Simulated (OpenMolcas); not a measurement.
# Cr2+ in MgO: curves along the breathing mode

Cr2+ with its 6 nearest oxide ions, on the Mg site of MgO (a = 4.2112 Å, distance in the model lattice 2.106 Å). The rest of the host is ab initio model potentials to 7.6 Å, with orthogonalisation functions on the cations behind the ligands, and point charges beyond; the distance is set by hand and nothing relaxes. Ligand basis ANO-RCC-VDZP.

| Property | Result |
| --- | --- |
| Program | OpenMolcas 26.06 |
| Method | CASSCF |
| Basis | ANO-RCC-VDZP [5s4p2d1f] |
| Scalar Hamiltonian | DKH2, point nucleus |
| Active space | 4 electrons in 5 orbitals (3d) |
| State averaging | 2S+1 = 5 even, 5 roots; 2S+1 = 3 even, 45 roots; 2S+1 = 1 even, 50 roots |
| Spin-orbit coupling | state interaction with AMFI integrals over the reference wave functions |

Spin-free energies (labels of O, the rotations of Oh) in cm-1 above the lowest fitted minimum, as all ligands move together:

```csv
R (Å),5E,3T1,5T2,1T2,3E,3T1(2),1E
2.012,8680,14380,24410,24250,27700,28280,25550
2.059,2920,9790,17430,19600,21960,22550,20870
2.107,240,8150,13660,17910,19290,19900,19140
2.154,550,9340,13030,19060,19590,20240,20250
2.201,3640,13200,15310,22880,22670,23360,24030
2.249,9630,19870,20580,29510,28650,29370,30620
2.296,18300,29110,28650,38730,37300,38070,39790
```

Cubic fits give the following; the wavenumber is harmonic, with the mass of all moving ligands, small differences in it between states hang on the degree of the fit, a number in brackets counts states of one label, and the table is a selection of at most 14 states with clean curves.

| State | R0 (Å) | Breathing mode (cm-1) | Minimum (cm-1) |
| --- | --- | --- | --- |
| 5E | 2.126 | 677 | 0 |
| 3T1 | 2.111 | 665 | 8140 |
| 5T2 | 2.141 | 689 | 12880 |
| 1T2 | 2.111 | 666 | 17890 |
| 3E | 2.126 | 676 | 19050 |
| 3T1(2) | 2.125 | 677 | 19670 |
| 1E | 2.112 | 665 | 19120 |
| 3T2 | 2.126 | 677 | 20510 |
| 3A2 | 2.127 | 678 | 22690 |
| 3A1 | 2.125 | 677 | 22760 |
| 1A1 | 2.118 | 669 | 24940 |
| 3E(2) | 2.127 | 676 | 26530 |
| 1A2 | 2.126 | 677 | 28570 |
| 1T2(2) | 2.126 | 677 | 28580 |

The minimum of 5T2 is shifted by +0.0148 Å against 5E (from the unrounded fits). With M = 96.0 u for the moving shell, the Huang-Rhys factor in this mode is S = M ω ΔR² / 2ħ = 0.01483 × 96.0 × 677 × 0.0148² = 0.21. Only the first shell moves, against a rigid host.

An orbital doublet at a regular site is open to a Jahn-Teller distortion, which this geometry leaves out. Without dynamic correlation the repulsion within the d shell is too large (B by tens of per cent), so at a given field states of lower spin stand too high. Ligand-to-metal charge-transfer states are missing. With no ligand orbital active B as a rule stays too high, so bands that hang on it stand too high and its fall with covalency is understated. With metal d orbitals alone and no dynamic correlation 10Dq can be off by a tenth to a fifth, either way, in oxide and fluoride hosts. This shell can be high or low spin here, a state of another spin lies low, and with metal d orbitals alone active their balance is uncertain, so the ground spin may be wrong (holds for R = 2.012; R = 2.059; R = 2.107; R = 2.154). No measured value stands beside these numbers.
